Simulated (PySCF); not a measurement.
Species: C₂H₄N₂Si.
Atom-mapped SMILES: `[CH2:1]=[N:2][SiH2:3][C:4]#[N:5]` (hydrogens: H6, H7 on C1; H8, H9 on Si3)

Computed, not measured: PBE0-D3(BJ)/def2-SVP geometry optimisation, gas phase (PySCF 2.14.0).

Problem. Give the optimised bond lengths and angles.

Solution. 
```json
{"bond": "C1=N2", "length (bohr)": "2.386"}
{"bond": "N2–Si3", "length (bohr)": "3.298"}
{"bond": "Si3–C4", "length (bohr)": "3.513"}
{"bond": "C4≡N5", "length (bohr)": "2.191"}
{"bond": "C1–H6", "length (bohr)": "2.089"}
{"bond": "C1–H7", "length (bohr)": "2.100"}
{"bond": "Si3–H8", "length (bohr)": "2.804"}
{"bond": "Si3–H9", "length (bohr)": "2.826"}
```

A selection of angles:
```json
{"angle": "N2–C1–H6", "degrees": "120.2"}
{"angle": "N2–C1–H7", "degrees": "124.7"}
{"angle": "H6–C1–H7", "degrees": "115.1"}
{"angle": "C1–N2–Si3", "degrees": "125.3"}
{"angle": "N2–Si3–C4", "degrees": "106.5"}
{"angle": "N2–Si3–H8", "degrees": "109.6"}
{"angle": "N2–Si3–H9", "degrees": "114.6"}
{"angle": "C4–Si3–H8", "degrees": "107.4"}
{"angle": "H8–Si3–H9", "degrees": "111.4"}
{"angle": "Si3–C4–N5", "degrees": "178.9"}
```

Torsions: C1–N2–Si3–C4 118° (anticlinal). The mirror-image conformer, all signs reversed, is as good.

N2 (C=N nitrogen) is bent (angle 125.3°). Si3 (SiH2 silicon) is distorted tetrahedral (angles from 106.5° to 114.6°). The 2 C–N bonds span 1.159 Å (C4≡N5, drawn triple) to 1.263 Å (C1=N2, drawn double), a spread of 0.104 Å.

Point group: C1 (no symmetry element, even within 0.4 Å). Whether it is a minimum is left open (no frequencies). The numbers are those of one conformer.

Time: 14 s. Hardware: an x86-64 server with one thread, shared host. These figures are those of the optimisation.
